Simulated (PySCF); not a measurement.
Species: C₇H₁₂ (charge +1 and doublet state).
Z-matrix (Å and degrees, GFN2-xTB geometry), rows numbered from 1:
```
C 
C   1  1.3433
C   2  1.4787  1  124.51
C   3  1.5270  2  117.51  1  -157.59
C   4  1.5213  3  106.41  2   155.50
C   5  1.5228  4  106.70  3     1.50
C   6  1.5280  5  105.05  4   -23.56
H   1  1.0780  2  121.13  3   173.48
H   1  1.0784  2  122.58  3    -5.87
H   2  1.0836  1  119.52  3   178.88
H   3  1.1116  2  102.92  1    87.52
H   4  1.0957  3  109.56  2    35.50
H   4  1.0943  3  113.20  2   -81.02
H   5  1.0925  4  112.95  3   125.60
H   5  1.0973  4  109.85  3  -117.86
H   6  1.0887  5  112.88  4  -147.12
H   6  1.0956  5  109.48  4    94.09
H   7  1.0927  3  109.46  2   -51.50
H   7  1.0878  3  113.55  2    69.37
```

The hyperfine couplings belong to this conformer and change with its torsions.

Identity: `[CH2][CH+]C1CCCC1` [radical] (charge +1).

Method used: UKS B3LYP, pcH-1 on C H, non-relativistic, mean-field spin-orbit, GIAO in PySCF. Geometry: GFN2-xTB, one conformer, isolated ion. Couplings are sensitive to structure, and on GFN2-xTB geometries they can be far from those on DFT ones, by a factor of two or more for some ions and for spin on atoms past the first row. Stability of the SCF solution: not tested.

**Question.** Match the computed a_iso(13C) values +30.8, +3.4, -1.4 MHz (means over equivalent nuclei) with the sites C1; C3; C4/C7.

**Answer.** 
```tsv
site	a_iso (MHz)	ρ(0) (bohr⁻³)	position	distance from C1 (Å)	spin population	largest |T| (MHz)
C1	+30.8	+0.0274	largest spin population	0.00	+0.52	83.9
C3	-1.4	-0.0013	2 bonds from C1	2.50	+0.03	21.5
C4/C7	+3.4	+0.0031	3 bonds from C1	3.43	+0.02	8.4
```

ρ(0) is the spin density at the nucleus and T the dipolar tensor; entries for several nuclei are means. The Mulliken spin populations are largest on C1 (+0.52), C2 (+0.24) and H11 (+0.12). The angles at C1 add up to 360.0°, so it is planar.

Examples of negative spin density at the nucleus (bohr⁻³): H8 (-0.0064), H9 (-0.0064) and H10 (-0.0026).

Means are taken over nuclei equivalent by connectivity, which assumes that they swap fast. H8 and H9 aren't averaged: C1 is flat or nearly so (angle sum 360°), and its turn about the short C1–C2 bond (1.34 Å) is taken as slow. The 1H value of +44.4 MHz is a mean of couplings from 10.0 to 78.9 MHz in this one geometry, not an average over conformers. The 1H value of +24.1 MHz is a mean of couplings from -1.5 to 49.7 MHz in this one geometry, not an average over conformers.

The SMILES `[CH2][CH+]C1CCCC1` draws the unpaired electron on C1, whose computed spin population is only +0.52.
